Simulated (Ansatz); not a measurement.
```yaml
crystal:
  periodic: [false, false, false]
  atoms:
    - {symbol: N, position_ang: [1.071918, -1.441417, 0.503385]}
    - {symbol: Si, position_ang: [0.712278, 0.191173, 0.230232]}
    - {symbol: S, position_ang: [-0.948983, 1.160632, 1.301975]}
    - {symbol: Si, position_ang: [-1.118865, 0.943338, -0.785601]}
    - {symbol: F, position_ang: [-1.240793, 2.288024, -1.623098]}
    - {symbol: Cl, position_ang: [-2.625761, -0.254116, -1.460193]}
    - {symbol: H, position_ang: [0.375024, -2.165867, 0.457362]}
    - {symbol: Xx, position_ang: [1.886509, -1.717639, 1.026151]}
    - {symbol: H, position_ang: [1.977072, 0.949673, 0.332887]}
basis:
  gaussian: {orbitals: pcseg-2, final_grid: {core_spheres: 5, valence_spheres: 4, degree: 11}}
hamiltonian: {xc: {name: B97M-V}}
output: {forces: true}
```

```sh
$ ansatz run in.yaml --threads 4 --pin off --events-out ev --progress --plain --max-ram 10444MiB
```

Problem. How does Ansatz answer? (An estimate is asked.)

Solution. Ansatz gave: The input was rejected before any iteration.
```
Error: YAML parse error: error: line 11 column 16: `Xx` is not an element symbol (H … Og, case-exact)
 9 |     - {symbol: Cl, position_ang: [-2.625761, -0.254116, -1.460193]}
10 |     - {symbol: H, position_ang: [0.375024, -2.165867, 0.457362]}
11 |     - {symbol: Xx, position_ang: [1.886509, -1.717639, 1.026151]}
12 |     - {symbol: H, position_ang: [1.977072, 0.949673, 0.332887]}
13 | basis:
```
